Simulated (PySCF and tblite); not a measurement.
C₈H₈O, numbered as in [CH2:1]=[CH:2][O:3][c:4]1[cH:5][cH:6][cH:7][cH:8][cH:9]1. Level: B3LYP-D3(BJ)/def2-SVPD (IEF-PCM, chloroform)//PBE0-D3(BJ)/def2-SVP, thermal terms from GFN2-xTB, symmetry numbers and mirror pairs counted. Conformers within 3 kcal/mol (GFN2-xTB free energy) were kept, 8 at most. GIAO shieldings: wB97X-D/pcSseg-1 (IEF-PCM, chloroform). Couplings: B3LYP/pcSseg-1 with pcJ-1 on H (gas phase; spin-dipole term only for pairs with B, N, F, Si or P). Shifts are against TMS (¹H), TMS (¹³C) at the same level; of two unlike H on one atom, a is the less shielded. (PySCF 2.14, tblite 0.8.)

Torsions listed: C1–C2–O3–C4, C2–O3–C4–C5. Of a mirror pair one member is shown.

Two conformers hold nearly all the population. I: 1°, 89°; δ(H1a) = 3.58 ppm. II: 157°, 153°; δ(H1a) = 5.22 ppm. The average over the ensemble at 298.15 K is 4.97 ppm.

(1) What populations and free-energy difference follow from a two-state model?

Thermal terms of a conformer that GFN2-xTB lacks, or places elsewhere, come from the nearest GFN2-xTB minimum; such a conformer stays in the set even outside the window.

Answers

(1) p(I) = (4.97 − 5.22)/(3.58 − 5.22) = 0.15, so K = p(II)/p(I) = 5.56 and G(II) − G(I) = −RT ln K = -1.02 kcal/mol. One of the two counts twice, as a mirror pair, which this difference holds. The weights computed directly are 15.2 % and 84.8 %.
